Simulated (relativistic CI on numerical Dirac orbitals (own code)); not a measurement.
## Transition arrays of Gd22+

These numbers are calculated, not measured: Dirac-Coulomb-Breit CI, orbitals from a KLI potential per configuration, QED by a radiative potential, valence Slater integrals scaled by 0.9, whole transition arrays (own radial code, finite nucleus).

Configurations in the expansion (outside the closed core [Ar] 3d10 4s2): 4p⁶4d⁶, 4p⁶4d⁵4f, 4p⁵4d⁷, 4p⁶4d⁵5p, 4p⁶4d⁵5f. Levels of other configurations are missing.

All E1 lines from the levels of 4p⁶4d⁶; mean and standard deviation are weighted by gf, and upper levels are sorted by their leading configuration.

```
Upper configuration  Lines     Σgf  Mean (eV)  Mean (nm)  σ (eV)  Strongest line (nm)
           4p⁶4d⁵4f   5972  1178.6     179.84      6.894    7.01                6.849
             4p⁵4d⁷   1216   198.2     181.76      6.821   15.64                6.599
           4p⁶4d⁵5p   3245   125.8     268.22      4.623    4.70                4.609
           4p⁶4d⁵5f   5470   213.3     386.31      3.209    4.55                3.181
```

Σgf per state of the lower configuration in bins of 0.2 nm over the central range (centre: value): 3.1: 0.43, 3.3: 0.58, 4.5: 0.19, 4.7: 0.39, 6.3: 0.05, 6.5: 0.47, 6.7: 1.43, 6.9: 3.91, 7.1: 0.34, 7.3: 0.06.

(1) How do configuration mixing and the scaling of the Slater integrals move the arrays?

Results:

(1) Slater scale 0.9, no configuration mixing: 4p⁶4d⁵4f 172.8 ± 7.2 eV (Σgf 884.4), 4p⁵4d⁷ 157.9 ± 17.1 eV (Σgf 380.6), 4p⁶4d⁵5p 268.4 ± 4.7 eV (Σgf 144.8), 4p⁶4d⁵5f 386.2 ± 4.6 eV (Σgf 224.3); Slater scale 1: 4p⁶4d⁵4f 183.3 ± 7.1 eV (Σgf 1254.9), 4p⁵4d⁷ 184.1 ± 17.8 eV (Σgf 148.6), 4p⁶4d⁵5p 268.3 ± 4.9 eV (Σgf 123.2), 4p⁶4d⁵5f 386.4 ± 4.8 eV (Σgf 213.1); Slater scale 0.8: 4p⁶4d⁵4f 176.3 ± 6.6 eV (Σgf 1084.5), 4p⁵4d⁷ 179.0 ± 14.5 eV (Σgf 265.7), 4p⁶4d⁵5p 268.2 ± 4.5 eV (Σgf 128.3), 4p⁶4d⁵5f 386.2 ± 4.3 eV (Σgf 213.5). With mixing, levels are counted to their leading configuration, so an array can shrink or vanish into another, and the sums then hold other lines.
